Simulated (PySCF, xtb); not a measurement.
In(PH2)3 (H₆InP₃), SMILES [PH2][In]([PH2])[PH2]. One conformer was computed; it need not be the lowest.

Harmonic wavenumbers (cm⁻¹) from GFN2-xTB run with xtb 6.7.1 at its own minimum, in rising order: 22, 56, 58, 64, 68, 69, 224, 284, 286, 498, 522, 528, 541, 543, 560, 1132, 1133, 1136, 2170, 2173, 2179, 2228, 2243, 2248.

**Question.** What does PBE-D3(BJ)/def2-SVP (PySCF 2.14.0) give at its own minimum? (The exact figures need the calculation; the answer reports its results.)

**Answer.** 62, 62, 72, 88, 93, 99, 243, 295, 296, 498, 501, 544, 562, 605, 607, 1045, 1046, 1052, 2304, 2305, 2306, 2325, 2326, 2327. Paired by order, the mean absolute difference is 52 cm⁻¹ and the zero-point energies are 30.0 and 31.0 kcal/mol.
